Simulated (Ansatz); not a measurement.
Relaxation of a periodic cell of 19 atoms, MgC₁₈ (surface graphene monolayer, adsorbate Mg), to a largest force component of 0.03 eV/Å in at most 60 steps.

These are results of Ansatz 0.2.0, DFT PBE, scalar-relativistic, plane waves, PAW, not measurements. Settings: cutoff 420 eV, k mesh 2x2x1, gaussian smearing 0.05 eV, no spin polarisation.

```xyz
19
Lattice="7.3980 0.0000 0.0000 -3.6990 6.4069 0.0000 0.0000 0.0000 11.0000" Properties=species:S:1:pos:R:3
C 0.000 0.000 1.000
C 1.233 0.712 1.000
C -1.233 2.136 1.000
C 0.000 2.847 1.000
C -2.466 4.271 1.000
C -1.233 4.983 1.000
C 2.466 0.000 1.000
C 3.699 0.712 1.000
C 1.233 2.136 1.000
C 2.466 2.847 1.000
C 0.000 4.271 1.000
C 1.233 4.983 1.000
C 4.932 0.000 1.000
C 6.165 0.712 1.000
C 3.699 2.136 1.000
C 4.932 2.847 1.000
C 2.466 4.271 1.000
C 3.699 4.983 1.000
Mg 4.094 1.730 3.150
```

Problem. Where does it end, and by what steps?

Solution. The run converged. The force dipped under the threshold on the way, but the program's further checks kept it going. Limits of this set-up: coarse k mesh, slab without dipole correction. After 17 steps the energy has fallen by 0.492 eV; Mg19 moved furthest, 1.94 Å. Parted: C8–Mg19, C15–Mg19.

| step | energy less start (eV) | largest force component (eV/Å) | accepted |
| --- | --- | --- | --- |
| 0 | 0.0000 | 0.926 | yes |
| 1 | -0.0721 | 0.633 | yes |
| 2 | -0.1670 | 0.373 | yes |
| 3 | -0.2448 | 0.348 | yes |
| 4 | -0.3162 | 0.324 | yes |
| 5 | -0.3793 | 0.266 | yes |
| 6 | -0.4287 | 0.189 | yes |
| 7 | -0.4613 | 0.114 | yes |
| 8 | -0.4783 | 0.101 | yes |
| 9 | -0.4841 | 0.238 | yes |
| 10 | -0.4887 | 0.080 | yes |
| 11 | -0.4886 | 0.144 | no |
| 12 | -0.4887 | 0.080 | yes |
| 13 | -0.4886 | 0.144 | no |
| 14 | -0.4903 | 0.014 | yes |
| 15 | -0.4912 | 0.022 | yes |
| 16 | -0.4915 | 0.009 | yes |
| 17 | -0.4915 | 0.011 | yes |

```xyz
19
Lattice="7.3980 0.0000 0.0000 -3.6990 6.4069 0.0000 0.0000 0.0000 11.0000" Properties=species:S:1:pos:R:3
C -0.017 0.012 0.894
C 1.224 0.714 0.894
C -1.250 2.147 0.893
C -0.009 2.850 0.894
C -2.483 4.283 0.893
C -1.242 4.985 0.893
C 2.449 0.012 0.893
C 3.690 0.714 0.893
C 1.216 2.147 0.893
C 2.457 2.850 0.893
C -0.017 4.283 0.893
C 1.224 4.985 0.893
C 4.915 0.012 0.893
C 6.156 0.714 0.893
C 3.682 2.147 0.893
C 4.923 2.850 0.893
C 2.449 4.283 0.894
C 3.690 4.985 0.893
Mg 4.330 1.606 5.070
```

Whether the end is a true minimum wasn't checked by a vibrational analysis.

Time of the run: 110 s on 1 thread of Arm Neoverse V1, on a shared host, peak memory 0.6 GiB.
